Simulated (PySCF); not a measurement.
# W₂ at RHF-CCSD(T)

Computed with RHF-CCSD(T); W def2-TZVPP with ECP60; scalar-relativistic core potentials (PySCF 2.14).

```json
{
 "state": "singlet, closed shell",
 "bond length": "2.030 Å",
 "harmonic wavenumber": "369 cm⁻¹",
 "force constant": "7.38 mdyn/Å",
 "rotational constant Be": "0.04446 cm⁻¹"
}
```

Correlated steps freeze no core orbitals. De is left out where the level can put another filling of the metal’s s and d shells below the measured ground configuration, by anything from nothing to about 1 eV. Spin–orbit coupling is left out, which matters for elements this heavy, above all for dissociation energies. The CCSD T1 diagnostic is raised, a sign that a single reference may not be enough here. The restricted Hartree–Fock solution is unstable towards spin polarisation at this distance.
